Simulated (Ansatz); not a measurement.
Species: C2H4BO2 (charge 0, doublet). It need not be the lowest isomer of its formula. 
Geometry from a B3LYP-D3(BJ)/def2-TZVP (Ansatz, a quantum-chemistry and plane-wave program) optimisation:
SMILES: [CH]=CB(O)O
```xyz
9

C     -2.0121     0.2243     0.5627
C     -0.9885    -0.5414     0.2911
B      0.4279    -0.0281    -0.1201
O      0.6526     1.3183    -0.2139
O      1.3772    -0.9881    -0.3663
H     -3.0463     0.1176     0.8569
H     -1.1177    -1.6288     0.3521
H      1.5415     1.5804    -0.4706
H      2.2481    -0.6676    -0.6193
```
Charge 0, spin multiplicity 2.

Total electronic energies in hartree. Cores are frozen in the correlated levels unless marked. Open shells are spin-unrestricted. No spin-orbit coupling. Non-relativistic. CBS(X,Y): correlation extrapolated as X^-3; Hartree-Fock from the larger set.

The UHF reference is spin-contaminated (<S^2> 0.20 over the pure value in the largest basis). 

```tsv
level	program	energy (Eh)
HF/6-31G	Ansatz	-252.40548
RI-HF/cc-pVQZ	Ansatz	-252.62921
PBE-D3(BJ)/def2-TZVPD	Ansatz + dftd3	-253.73235
PBE-D4/def2-TZVPD	Ansatz + dftd4	-253.73232
r2SCAN/def2-TZVPD	Ansatz	-253.89737
r2SCAN-D3(BJ)/def2-TZVPD	Ansatz + dftd3	-253.89885
B3LYP-D4/def2-TZVPD	Ansatz + dftd4	[?]
PBE0/STO-3G	Ansatz	[?]
PBE0-D4/def2-TZVPD	Ansatz + dftd4	-253.74381
PBE0/def2-QZVPP	Ansatz	-253.75523
BHLYP/def2-TZVPD	Ansatz	-253.90227
r2SCAN0-D4/def2-TZVPD	Ansatz + dftd4	-253.86645
CAM-B3LYP/def2-TZVPD	Ansatz	[?]
LC-wPBE-D3(BJ)/def2-TZVPD	Ansatz + dftd3	-253.86683
B2GP-PLYP-D3(BJ)/def2-TZVPD	Ansatz + dftd3	-253.79288
B2PLYP-D4/def2-TZVPD	Ansatz + dftd4	-253.84356
MP2/cc-pVTZ	Ansatz	-253.45854
RI-MP2/cc-pVQZ	Ansatz	-253.54003
CCSD/6-31G	Ansatz	-252.87530
CCSD/cc-pVDZ	Ansatz	-253.24909
CCSD(T)/cc-pVQZ	Ansatz	-253.60709
CCSD(T) with core electrons/cc-pwCVTZ	Ansatz	-253.79511
CCSD(T)/CBS(cc-pVTZ,cc-pVQZ)	Ansatz	-253.6498
```

Question: Complete the blanks.

Answer: 
- B3LYP-D4/def2-TZVPD, energy (Eh): -254.05009
- PBE0/STO-3G, energy (Eh): -250.27093
- CAM-B3LYP/def2-TZVPD, energy (Eh): -253.92609
